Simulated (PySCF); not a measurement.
BF₂, SMILES F[B]F, multiplicity 2. Geometry: PBE-D3(BJ)/def2-TZVP. The isomer is the one that the SMILES or the coordinates give; other isomers of the formula were not compared.

Computed equilibrium geometry at PBE-D3(BJ)/def2-TZVP (PySCF confirms it by a frequency run) as Cartesian coordinates in Å, and its point group:
point group C2v.
```xyz
3

F      0.0000    -1.1506    -0.1404
B      0.0000     0.0000     0.5055
F      0.0000     1.1506    -0.1404
```
Charge 0, spin multiplicity 2.
